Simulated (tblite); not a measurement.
C4H12SSeSi2.
Bonds: Si1–C2, C2–S3, S3–Si4, Si4–Se5, Se5–C6, C6–C7, C7–C8, C6–C8. Hydrogens: H9, H10, H11 on Si1; H12, H13 on C2; H14, H15 on Si4; H16 on C6; H17, H18 on C7; H19, H20 on C8.

Computed with GFN2-xTB (tblite), gas phase: L-BFGS steps from a force-field or distance-geometry start until the largest atomic force falls under 0.01 eV/Å.

Step 37: E = -668.6899 eV
```
atom  x, y, z in Å  |  force x, y, z in eV/Å
Si1    -4.0842    0.4334   -0.0451    0.030  -0.025  -0.028
C2     -2.9236   -0.7674   -0.9699    0.017  -0.019  -0.019
S3     -2.0941   -1.9364    0.1729    0.007  -0.050   0.044
Si4    -0.3551   -0.8237    0.6940    0.003  -0.015  -0.018
Se5     1.0596   -0.5627   -1.0623   -0.017   0.035  -0.009
C6      2.4406    0.3464   -0.0198   -0.028  -0.037  -0.024
C7      3.4835    1.1479   -0.7272   -0.016   0.005   0.014
C8      3.8530   -0.1403   -0.0584    0.017   0.044  -0.024
H9     -3.2826    1.5375    0.4909   -0.011  -0.023   0.002
H10    -4.7399   -0.2936    1.0375   -0.001   0.005  -0.009
H11    -5.0544    0.9337   -1.0177    0.009   0.016  -0.013
H12    -3.4709   -1.4067   -1.6588   -0.056   0.008   0.005
H13    -2.1462   -0.2637   -1.5421    0.000   0.027  -0.017
H14     0.2891   -1.5631    1.7631    0.001  -0.075   0.040
H15    -0.7956    0.4952    1.1344    0.022   0.094   0.048
H16     2.0419    0.7164    0.9167    0.023   0.018  -0.024
H17     3.4688    1.1592   -1.8081   -0.011   0.029   0.026
H18     3.7867    2.0820   -0.2776    0.045  -0.004  -0.033
H19     4.0890   -0.9777   -0.6995   -0.025  -0.006   0.046
H20     4.4294   -0.1056    0.8546   -0.013  -0.028  -0.006
```

Step 38: E = -668.6912 eV
```
atom  x, y, z in Å  |  force x, y, z in eV/Å
Si1    -4.0806    0.4334   -0.0460    0.015  -0.028  -0.026
C2     -2.9198   -0.7687   -0.9673    0.035  -0.044  -0.016
S3     -2.0909   -1.9365    0.1794   -0.025  -0.047   0.028
Si4    -0.3513   -0.8245    0.6938   -0.002   0.014   0.026
Se5     1.0530   -0.5601   -1.0667    0.010   0.047  -0.036
C6      2.4344    0.3486   -0.0250   -0.002  -0.018  -0.005
C7      3.4841    1.1480   -0.7271   -0.071   0.028   0.007
C8      3.8466   -0.1410   -0.0602   -0.007   0.008   0.005
H9     -3.2812    1.5367    0.4924    0.002  -0.014   0.009
H10    -4.7439   -0.2918    1.0331    0.003   0.002  -0.006
H11    -5.0468    0.9368   -1.0203    0.004   0.017  -0.024
H12    -3.4654   -1.4094   -1.6566   -0.053   0.013   0.011
H13    -2.1402   -0.2667   -1.5382   -0.004   0.030  -0.019
H14     0.2979   -1.5641    1.7605   -0.005  -0.070   0.032
H15    -0.7886    0.4963    1.1371    0.028   0.066   0.042
H16     2.0350    0.7200    0.9113    0.029   0.010  -0.041
H17     3.4699    1.1662   -1.8075    0.001   0.013   0.014
H18     3.7851    2.0805   -0.2732    0.055   0.001  -0.027
H19     4.0796   -0.9810   -0.6980   -0.015  -0.010   0.020
H20     4.4177   -0.1120    0.8558    0.003  -0.016   0.006
```

Step 39: E = -668.6924 eV
```
atom  x, y, z in Å  |  force x, y, z in eV/Å
Si1    -4.0771    0.4329   -0.0476   -0.002  -0.025  -0.020
C2     -2.9157   -0.7707   -0.9655    0.041  -0.058  -0.006
S3     -2.0876   -1.9373    0.1853   -0.047  -0.030   0.008
Si4    -0.3476   -0.8250    0.6945   -0.008   0.041   0.071
Se5     1.0475   -0.5573   -1.0705    0.024   0.053  -0.055
C6      2.4290    0.3505   -0.0298    0.023   0.008   0.012
C7      3.4837    1.1487   -0.7270   -0.096   0.039  -0.002
C8      3.8408   -0.1414   -0.0619   -0.032  -0.028   0.030
H9     -3.2802    1.5357    0.4938    0.013  -0.010   0.014
H10    -4.7477   -0.2900    1.0285    0.008  -0.002  -0.006
H11    -5.0403    0.9403   -1.0226    0.005   0.014  -0.031
H12    -3.4617   -1.4122   -1.6542   -0.043   0.015   0.015
H13    -2.1354   -0.2691   -1.5360   -0.008   0.022  -0.018
H14     0.3045   -1.5671    1.7595   -0.014  -0.055   0.013
H15    -0.7808    0.4988    1.1413    0.036   0.023   0.031
H16     2.0293    0.7244    0.9057    0.026   0.002  -0.041
H17     3.4710    1.1735   -1.8068    0.008  -0.004  -0.005
H18     3.7853    2.0791   -0.2696    0.056   0.007  -0.017
H19     4.0700   -0.9847   -0.6959   -0.004  -0.011  -0.010
H20     4.4077   -0.1182    0.8564    0.014  -0.001   0.017
```

Step 40: E = -668.6939 eV
```
atom  x, y, z in Å  |  force x, y, z in eV/Å
Si1    -4.0733    0.4315   -0.0500   -0.019  -0.014  -0.011
C2     -2.9111   -0.7738   -0.9644    0.030  -0.051   0.005
S3     -2.0842   -1.9385    0.1909   -0.053  -0.003  -0.009
Si4    -0.3437   -0.8248    0.6971   -0.014   0.053   0.097
Se5     1.0426   -0.5540   -1.0743    0.021   0.054  -0.057
C6      2.4239    0.3530   -0.0346    0.034   0.033   0.026
C7      3.4823    1.1501   -0.7271   -0.078   0.034  -0.010
C8      3.8348   -0.1419   -0.0637   -0.048  -0.053   0.044
H9     -3.2794    1.5343    0.4952    0.023  -0.010   0.016
H10    -4.7518   -0.2883    1.0232    0.013  -0.007  -0.007
H11    -5.0342    0.9446   -1.0248    0.010   0.007  -0.036
H12    -3.4595   -1.4155   -1.6512   -0.026   0.012   0.014
H13    -2.1314   -0.2712   -1.5355   -0.011   0.003  -0.013
H14     0.3091   -1.5729    1.7596   -0.022  -0.035  -0.009
H15    -0.7709    0.5024    1.1477    0.042  -0.022   0.020
H16     2.0244    0.7301    0.8990    0.014  -0.002  -0.022
H17     3.4721    1.1818   -1.8063    0.012  -0.024  -0.023
H18     3.7875    2.0777   -0.2664    0.047   0.009  -0.006
H19     4.0592   -0.9892   -0.6936    0.007  -0.002  -0.038
H20     4.3985   -0.1247    0.8567    0.017   0.018   0.019
```

**Question.** Estimate the geometry and energy of step 41. (The exact step hangs on the optimiser's Hessian estimate; all steps are aligned on step 40, rigid shifts and turns removed.)

**Answer.** E = -668.6952 eV, largest force 0.090 eV/Å
```
atom  x, y, z in Å  |  force x, y, z in eV/Å
Si1    -4.0705    0.4298   -0.0526   -0.025   0.003  -0.003
C2     -2.9073   -0.7772   -0.9641    0.004  -0.023   0.012
S3     -2.0818   -1.9394    0.1943   -0.037   0.020  -0.011
Si4    -0.3411   -0.8239    0.7015   -0.016   0.039   0.080
Se5     1.0395   -0.5507   -1.0770    0.003   0.053  -0.036
C6      2.4208    0.3556   -0.0380    0.022   0.040   0.027
C7      3.4803    1.1520   -0.7274   -0.023   0.011  -0.011
C8      3.8298   -0.1428   -0.0646   -0.045  -0.048   0.037
H9     -3.2789    1.5327    0.4963    0.026  -0.017   0.013
H10    -4.7548   -0.2873    1.0187    0.015  -0.012  -0.006
H11    -5.0299    0.9483   -1.0265    0.018  -0.001  -0.039
H12    -3.4595   -1.4181   -1.6486   -0.008   0.005   0.009
H13    -2.1296   -0.2728   -1.5368   -0.011  -0.019  -0.008
H14     0.3104   -1.5796    1.7607   -0.024  -0.019  -0.023
H15    -0.7612    0.5057    1.1544    0.040  -0.041   0.017
H16     2.0216    0.7356    0.8936   -0.004   0.001   0.011
H17     3.4730    1.1886   -1.8064    0.012  -0.040  -0.027
H18     3.7911    2.0769   -0.2646    0.030   0.002  -0.002
H19     4.0505   -0.9933   -0.6919    0.012   0.016  -0.050
H20     4.3926   -0.1295    0.8568    0.012   0.031   0.010
```

The energy changes by -0.0013 eV. The first-order estimate −F·Δx gives -0.0018 eV and the mean of the old and new forces, exact on a quadratic surface, -0.0012 eV. The step makes an angle of 74° with the force vector and moves no atom by more than 0.012 Å.

The cost below is that of the whole relaxation. On one thread of an AMD EPYC, shared host with 64 logical CPUs at a one-minute load of 55, this took 4.2 s.
